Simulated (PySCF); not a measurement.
**C₆ coefficients of unlike pairs at UHF**

Calculated with PySCF 2.14 from the dipole response of each species, C₆(A,B) = (3/π) ∫ α_A(iu) α_B(iu) du, in atomic units, from isotropic polarisabilities. For ions this is the dispersion term alone; charge-induced terms of lower order in 1/R come first.

```csv
species,configuration,basis,relativity,α (bohr³),C₆ (like pair)
Ne,[Ne] (1S),def2-TZVPPD (6s4p3d1f),none,2.357,5.439
V²⁺,[Ar] 3d3 (4F),def2-TZVPPD (6s6p4d2f1g),none,3.720,11.16
F⁺,[He] 2s2 2p4 (3P),aug-cc-pCVTZ-DK (7s6p4d2f),spin-free X2C,1.726,3.172
```

(1) Estimate C₆ for F⁺ with Ne.

No spin-orbit coupling is included.

The other pairs:

| pair | C₆ |
| --- | --- |
| F⁺, V²⁺ | 5.932 |
| V²⁺, Ne | 7.781 |

## Answers

(1) The integral gives 4.150. The combination rule 2 C_A C_B / (C_A α_B/α_A + C_B α_A/α_B) gives 4.150 and the geometric mean 4.153.
